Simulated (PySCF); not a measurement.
CH₁₀GeSi₂, ClGe₂H₃N, GeH₄O₂Si, C₂H₇GeO (calculated)

Calculation on a computer-drawn molecule: optimised geometry and harmonic frequencies of an isolated molecule of the commonest isotopes, restricted reference for singlets and unrestricted otherwise, frozen core in MP2; on germanium a core potential holds 10 electrons, which the energies leave out, and 3d is frozen in MP2 and coupled-cluster steps. Program: PySCF 2.14.0.

Common to all runs: method HF; basis and core potential on germanium cc-pVDZ-PP ECP10MDF.

```yaml
- entry: 1
  formula: CH10GeSi2
  start_structure:
    atoms_angstrom:
      - [C, -2.4621, 1.0004, -0.348]
      - [Ge, -1.5165, 1.6672, 1.2108]
      - [Si, -0.5562, -0.0298, 2.6452]
      - [Si, 0.4257, -1.6949, 1.293]
      - [H, -1.821, 0.3024, -0.9019]
      - [H, -3.3067, 0.3268, 0.0357]
      - [H, -2.8994, 1.7479, -0.9343]
      - [H, -2.4118, 2.5983, 1.9459]
      - [H, -0.4263, 2.6417, 0.6584]
      - [H, -1.6618, -0.6016, 3.4622]
      - [H, 0.3717, 0.5533, 3.51]
      - [H, 1.4056, -1.1822, 0.3776]
      - [H, 1.1509, -2.6647, 2.0943]
      - [H, -0.5838, -2.4559, 0.476]
  given:
    charge: 0
    multiplicity: 1
    basis: "cc-pV(D+d)Z"
    drawn_bonds_atom: [1, 2, 3, 1, 1, 1, 2, 2, 3, 3, 4, 4, 4]
    drawn_bonds_other_atom: [2, 3, 4, 5, 6, 7, 8, 9, 10, 11, 12, 13, 14]
    drawn_bonds_order: [1, 1, 1, 1, 1, 1, 1, 1, 1, 1, 1, 1, 1]
  results:
    optimised_atom_element: [C, Ge, Si, Si, H, H, H, H, H, H, H, H, H, H]
    "optimised_atom_x [angstrom]": [-2.693, -1.447, -0.6269, 0.6079, -2.198, -3.552, -3.053, -2.157, -0.2571, -1.779, 0.2385, 1.784, 1.082, -0.2404]
    "optimised_atom_y [angstrom]": [0.9993, 1.682, -0.07627, -1.708, 0.2676, 0.5214, 1.82, 2.745, 2.365, -0.7375, 0.5102, -1.081, -2.78, -2.32]
    "optimised_atom_z [angstrom]": [-0.2617, 1.1, 2.535, 1.342, -0.9027, 0.2141, -0.8851, 1.955, 0.4055, 3.202, 3.59, 0.6906, 2.25, 0.2899]
    "modes_frequency [cm^-1]": [36.78, 84.35, 96.28, 141.6, 152.8, 332.6, 357.2, 410.1, 455.5, 539.7, 542.0, 609.3, 651.6, 708.4, 765.7, 796.2, 911.3, 934.0, 957.9, 976.2, 1013, 1025, 1029, 1376, 1560, 1562, 2184, 2195, 2280, 2285, 2297, 2301, 2305, 3181, 3273, 3274]
    "modes_reduced_mass [dalton]": [2.502, 2.799, 1.224, 1.704, 1.453, 5.688, 1.124, 1.14, 4.765, 1.146, 1.142, 4.008, 1.107, 1.108, 1.061, 1.163, 1.189, 1.209, 1.033, 1.093, 1.056, 1.035, 1.043, 1.217, 1.053, 1.052, 1.023, 1.016, 1.037, 1.043, 1.046, 1.05, 1.025, 1.033, 1.104, 1.104]
    "rotational_constants [GHz]": [4.387, 1.123, 0.9931]
    "total_energy [hartree]": -914.9391
    "convergence_status_largest_gradient_component [hartree/bohr]": 1.252e-05
- entry: 2
  formula: ClGe2H3N
  start_structure:
    atoms_angstrom:
      - [Cl, 0.6573, 2.9308, -0.9914]
      - [Ge, -0.5522, 2.0324, 0.3649]
      - ["N", -2.2132, 1.7873, -0.0216]
      - [Ge, -3.8338, 1.6413, -0.5253]
      - [H, -0.1507, 1.6197, 1.7144]
      - [H, -4.8245, 2.7165, -0.2217]
      - [H, -4.2214, 0.3044, -1.1873]
  given:
    charge: 1
    multiplicity: 1
    basis: "cc-pV(D+d)Z"
    drawn_bonds_atom: [1, 2, 3, 2, 4, 4]
    drawn_bonds_other_atom: [2, 3, 4, 5, 6, 7]
    drawn_bonds_order: [1, 1, 2, 1, 1, 1]
  results:
    optimised_atom_element: [Cl, Ge, "N", Ge, H, H, H]
    "optimised_atom_x [angstrom]": [0.6176, -0.636, -2.253, -3.829, 0.03052, -4.823, -4.245]
    "optimised_atom_y [angstrom]": [2.914, 2.021, 1.754, 1.613, 1.657, 2.723, 0.3519]
    "optimised_atom_z [angstrom]": [-0.9953, 0.413, 0.06567, -0.5291, 1.709, -0.2836, -1.248]
    "modes_frequency [cm^-1]": [54.26, 71.94, 180.7, 245.3, 398.5, 511.1, 531.0, 665.5, 712.0, 786.4, 936.7, 1346, 2338, 2353, 2378]
    "modes_reduced_mass [dalton]": [16.52, 3.423, 1.196, 14.91, 28.1, 39.43, 1.109, 1.134, 1.068, 1.044, 1.034, 12.53, 1.014, 1.028, 1.021]
    "rotational_constants [GHz]": [6.795, 0.7576, 0.688]
    "total_energy [hartree]": -1102.2000
    "convergence_status_largest_gradient_component [hartree/bohr]": 4.116e-05
- entry: 3
  formula: GeH4O2Si
  start_structure:
    atoms_angstrom:
      - [O, -0.9253, -1.0632, 0.4696]
      - [Ge, -0.0038, -1.4366, -1.0239]
      - [O, 1.7116, -1.0459, -0.5223]
      - [Si, -0.4153, -3.7226, -0.6088]
      - [H, -0.6731, -0.1781, 0.7901]
      - [H, -0.2045, -0.1881, -2.0547]
      - [H, 2.3258, -0.9509, -1.2314]
      - [H, -1.7263, -3.8589, -1.2992]
  given:
    charge: 0
    multiplicity: 1
    basis: "cc-pV(D+d)Z"
    drawn_bonds_atom: [1, 2, 2, 1, 2, 3, 4]
    drawn_bonds_other_atom: [2, 3, 4, 5, 6, 7, 8]
    drawn_bonds_order: [1, 1, 1, 1, 1, 1, 1]
  results:
    optimised_atom_element: [O, Ge, O, Si, H, H, H, H]
    "optimised_atom_x [angstrom]": [-0.8799, 0.0477, 1.777, -0.4752, -0.4009, -0.284, 2.133, -1.828]
    "optimised_atom_y [angstrom]": [-0.8156, -1.511, -1.229, -3.887, -0.1868, -0.7092, -0.42, -3.686]
    "optimised_atom_z [angstrom]": [0.4165, -0.9485, -0.6041, -0.7361, 0.9388, -2.219, -0.942, -1.386]
    "modes_frequency [cm^-1]": [43.17, 98.55, 143.6, 171.8, 239.8, 273.6, 354.4, 688.4, 711.5, 725.9, 774.6, 813.7, 909.4, 959.6, 2155, 2186, 4143, 4156]
    "modes_reduced_mass [dalton]": [1.24, 5.2, 2.587, 1.387, 1.87, 1.794, 9.163, 1.095, 6.901, 10.66, 1.144, 1.061, 1.128, 1.15, 1.04, 1.022, 1.067, 1.067]
    "rotational_constants [GHz]": [5.475, 2.604, 2.075]
    "total_energy [hartree]": -734.3537
    "convergence_status_largest_gradient_component [hartree/bohr]": 2.023e-05
- entry: 4
  formula: C2H7GeO
  start_structure:
    atoms_angstrom:
      - [C, 0.3277, -0.8397, -1.6707]
      - [C, 0.4052, -1.3799, -0.2804]
      - [O, -0.6749, -1.4218, 0.599]
      - [Ge, -2.0479, -0.3823, 0.6204]
      - [H, -0.1919, 0.0498, -1.6527]
      - [H, 1.34, -0.7274, -2.0826]
      - [H, -0.2703, -1.4987, -2.2947]
      - [H, 1.1433, -2.2088, -0.0475]
      - [H, -2.7653, -0.4016, -0.7143]
      - [H, -1.6001, 1.0392, 0.8195]
      - [H, -2.7812, -0.9995, 1.7295]
  given:
    charge: 0
    multiplicity: 2
    basis: cc-pVDZ
    drawn_bonds_atom: [1, 2, 3, 1, 1, 1, 2, 4, 4, 4]
    drawn_bonds_other_atom: [2, 3, 4, 5, 6, 7, 8, 9, 10, 11]
    drawn_bonds_order: [1, 1, 1, 1, 1, 1, 1, 1, 1, 1]
  results:
    spin_squared: null
    "total_energy [hartree]": null
    "rotational_constants [GHz]": null
```

**Q.** What spin squared does the calculation give for C₂H₇GeO (entry 4)?
**A.** 0.7604

**Q.** C₂H₇GeO (entry 4): total energy?
**A.** -448.0170 hartree

**Q.** Give the missing rotational constants for C₂H₇GeO (entry 4).
**A.** 27.93, 1.78, 1.736 GHz

Further results for C₂H₇GeO (entry 4):

| Property | Result |
| --- | --- |
| convergence status largest gradient component | 1.734e-06 hartree/bohr |

Optimised structure:
```xyz
11
C2H7GeO
C      0.5735    -1.3176    -1.9529
C      0.0248    -0.6647    -0.7267
O     -1.1862    -1.1424    -0.3266
Ge    -2.1553    -0.3437     0.9476
H     -0.1521    -1.2680    -2.7676
H      1.4936    -0.8240    -2.2716
H      0.7973    -2.3764    -1.7730
H      0.7147    -0.3838     0.0705
H     -2.6255     1.0190     0.4398
H     -1.2783    -0.1795     2.1910
H     -3.3220    -1.2899     1.1950
```

Modes:
```
frequency (cm⁻¹)  reduced mass (dalton)
           57.97                  2.711
             104                  1.292
           174.4                  2.681
           213.3                  1.382
           355.9                   3.43
           672.2                  1.536
           679.9                  1.114
           705.6                  1.241
           746.9                  2.198
           938.5                   1.08
           946.2                  1.026
           958.7                  1.029
            1024                  2.141
            1112                  1.452
            1207                  2.127
            1312                  2.828
            1474                  1.275
            1533                  1.514
            1565                  1.051
            1585                  1.062
            2233                  1.023
            2250                  1.019
            2281                  1.016
            3145                  1.047
            3222                  1.089
            3227                  1.087
            3263                  1.103
```
